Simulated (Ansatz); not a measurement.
Ansatz results at the PBE0-D4/def2-TZVP geometry: ideal-gas entropy at 298 K and 1 bar (rigid rotor, harmonic PBE0-D4/def2-TZVP) 390 J/(mol·K); size of the dipole moment (ωB97M-V/def2-TZVPP) 1.88 D; HOMO energy (ωB97M-V/def2-TZVPP) -8.98 eV.

**Question.** Which molecule gave them?
A. `[CH3][Al]([Cl])[GaH2]`
B. `C=[C](F)[AlH][OH]`
C. `FB1C=CO1`
D. `Cl[CH2][SnH3]`

**Answer.** A. The others give `FB1C=CO1`: 287, 2.12, -9.60; `Cl[CH2][SnH3]`: 327, 1.69, -9.88; `C=[C](F)[AlH][OH]`: 340, 1.90, -9.88.
